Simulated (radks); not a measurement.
The numbers below are computed, except where a source is named.
The silver ion Ag+, 46 electrons, occupied as [Ar] 3d10 4s1 4p6 4d10 5d1 (not the ground configuration).

Code: a radial shooting solver on a logarithmic mesh with Libxc functionals. Model: Dirac Kohn-Sham, PBE, spin-unpolarised, spherical densities, point nucleus; open shells fill j = l - 1/2 first.

Energy parts (hartree):
total: -5313.08458
kinetic: 5560.02620
electron-nucleus: -12853.52766
Hartree: 2129.10407
exchange-correlation: -148.68718

Orbitals (lengths in bohr, moments of r in powers of bohr; <r^-3> diverges for s and p1/2):
[
 {"orbital": "1s1/2", "occ.": "2", "eigenvalue (hartree)": "-931.1515", "<1/r>": "49.44", "<r>": "0.03111", "<r^-3>": "-"},
 {"orbital": "2s1/2", "occ.": "2", "eigenvalue (hartree)": "-137.7134", "<1/r>": "11.39", "<r>": "0.1345", "<r^-3>": "-"},
 {"orbital": "2p1/2", "occ.": "2", "eigenvalue (hartree)": "-128.0302", "<1/r>": "11.37", "<r>": "0.1141", "<r^-3>": "-"},
 {"orbital": "2p3/2", "occ.": "4", "eigenvalue (hartree)": "-121.5858", "<1/r>": "10.68", "<r>": "0.1192", "<r^-3>": "3495"},
 {"orbital": "3s1/2", "occ.": "2", "eigenvalue (hartree)": "-25.87458", "<1/r>": "3.984", "<r>": "0.3682", "<r^-3>": "-"},
 {"orbital": "3p1/2", "occ.": "2", "eigenvalue (hartree)": "-22.02222", "<1/r>": "3.889", "<r>": "0.3599", "<r^-3>": "-"},
 {"orbital": "3p3/2", "occ.": "4", "eigenvalue (hartree)": "-20.88456", "<1/r>": "3.723", "<r>": "0.3708", "<r^-3>": "627.6"},
 {"orbital": "3d3/2", "occ.": "4", "eigenvalue (hartree)": "-14.06498", "<1/r>": "3.558", "<r>": "0.3436", "<r^-3>": "96.39"},
 {"orbital": "3d5/2", "occ.": "6", "eigenvalue (hartree)": "-13.83589", "<1/r>": "3.515", "<r>": "0.3471", "<r^-3>": "90.74"},
 {"orbital": "4s1/2", "occ.": "1", "eigenvalue (hartree)": "-4.19254", "<1/r>": "1.531", "<r>": "0.9063", "<r^-3>": "-"},
 {"orbital": "4p1/2", "occ.": "2", "eigenvalue (hartree)": "-2.97208", "<1/r>": "1.411", "<r>": "0.9691", "<r^-3>": "-"},
 {"orbital": "4p3/2", "occ.": "4", "eigenvalue (hartree)": "-2.78069", "<1/r>": "1.359", "<r>": "0.9991", "<r^-3>": "105.5"},
 {"orbital": "4d3/2", "occ.": "4", "eigenvalue (hartree)": "-0.92253", "<1/r>": "1.047", "<r>": "1.281", "<r^-3>": "10.18"},
 {"orbital": "4d5/2", "occ.": "6", "eigenvalue (hartree)": "-0.89901", "<1/r>": "1.033", "<r>": "1.297", "<r^-3>": "9.469"},
 {"orbital": "5s1/2", "occ.": "0", "eigenvalue (hartree)": "-0.58700", "<1/r>": "0.4998", "<r>": "2.578", "<r^-3>": "-"},
 {"orbital": "5p1/2", "occ.": "0", "eigenvalue (hartree)": "-0.37198", "<1/r>": "0.3967", "<r>": "3.216", "<r^-3>": "-"},
 {"orbital": "5p3/2", "occ.": "0", "eigenvalue (hartree)": "-0.35775", "<1/r>": "0.3825", "<r>": "3.325", "<r^-3>": "7.821"},
 {"orbital": "5d3/2", "occ.": "1", "eigenvalue (hartree)": "-0.15260", "<1/r>": "0.2137", "<r>": "5.733", "<r^-3>": "0.3411"},
 {"orbital": "5d5/2", "occ.": "0", "eigenvalue (hartree)": "-0.15181", "<1/r>": "0.2127", "<r>": "5.764", "<r^-3>": "0.3258"},
 {"orbital": "4f5/2", "occ.": "0", "eigenvalue (hartree)": "-0.06778", "<1/r>": "0.1302", "<r>": "8.783", "<r^-3>": "0.003964"},
 {"orbital": "4f7/2", "occ.": "0", "eigenvalue (hartree)": "-0.06778", "<1/r>": "0.1302", "<r>": "8.784", "<r^-3>": "0.003960"}
]

The highest occupied level is 5d3/2 at -4.152 eV. The configuration is held as typed, so some empty levels lie below it. The density falls to 0.001 e/bohr^3 at r = 3.99 bohr.
